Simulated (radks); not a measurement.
Trend from Lu4+ to Hg4+: ionisation energy by Delta-SCF between NIST ground configurations, and size. Method: Dirac Kohn-Sham, PBE, spin-unpolarised, spherical densities, point nucleus; open shells fill j = l - 1/2 first; computed with a radial shooting solver on a logarithmic mesh with Libxc functionals.

[
 {"species": "Lu4+", "configuration": "[Xe] 4f13", "configuration of the ion": "[Xe] 4f12", "IE (eV)": "68.327", "NIST (eV)": "66.8", "kind": "semi-emp.", "r at 0.001 e/bohr^3 (bohr)": "2.91"},
 {"species": "Hf4+", "configuration": "[Xe] 4f14", "configuration of the ion": "[Xe] 4f13", "IE (eV)": "68.750", "NIST (eV)": "68.37", "kind": "semi-emp.", "r at 0.001 e/bohr^3 (bohr)": "2.88"},
 {"species": "Ta4+", "configuration": "[Xe] 4f14 5d1", "configuration of the ion": "[Xe] 4f14", "IE (eV)": "48.080", "NIST (eV)": "48.27", "kind": "semi-emp.", "r at 0.001 e/bohr^3 (bohr)": "3.06"},
 {"species": "W4+", "configuration": "[Xe] 4f14 5d2", "configuration of the ion": "[Xe] 4f14 5d1", "IE (eV)": "50.630", "NIST (eV)": "51.6", "kind": "semi-emp.", "r at 0.001 e/bohr^3 (bohr)": "3.14"},
 {"species": "Re4+", "configuration": "[Xe] 4f14 5d3", "configuration of the ion": "[Xe] 4f14 5d2", "IE (eV)": "53.165", "NIST (eV)": "52", "kind": "theory", "r at 0.001 e/bohr^3 (bohr)": "3.17"},
 {"species": "Os4+", "configuration": "[Xe] 4f14 5d4", "configuration of the ion": "[Xe] 4f14 5d3", "IE (eV)": "55.683", "NIST (eV)": "55", "kind": "theory", "r at 0.001 e/bohr^3 (bohr)": "3.17"},
 {"species": "Ir4+", "configuration": "[Xe] 4f14 5d5", "configuration of the ion": "[Xe] 4f14 5d4", "IE (eV)": "56.605", "NIST (eV)": "57", "kind": "theory", "r at 0.001 e/bohr^3 (bohr)": "3.16"},
 {"species": "Pt4+", "configuration": "[Xe] 4f14 5d6", "configuration of the ion": "[Xe] 4f14 5d5", "IE (eV)": "59.040", "NIST (eV)": "56", "kind": "theory", "r at 0.001 e/bohr^3 (bohr)": "3.14"},
 {"species": "Au4+", "configuration": "[Xe] 4f14 5d7", "configuration of the ion": "[Xe] 4f14 5d6", "IE (eV)": "61.453", "NIST (eV)": "60", "kind": "theory", "r at 0.001 e/bohr^3 (bohr)": "3.11"},
 {"species": "Hg4+", "configuration": "[Xe] 4f14 5d8", "configuration of the ion": "[Xe] 4f14 5d7", "IE (eV)": "63.848", "NIST (eV)": "61.2", "kind": "exp.", "r at 0.001 e/bohr^3 (bohr)": "3.08"}
]

Reference values: NIST Atomic Spectra Database (exp. = measured, semi-emp. = semi-empirical, theory = theoretical value adopted there). Spin polarisation and multiplet splitting are left out, so open shells lie too high by an amount that depends on their filling.

Beside tabulated values, note that spin-unpolarised runs miss the spin-polarisation part of the exchange energy of open shells.
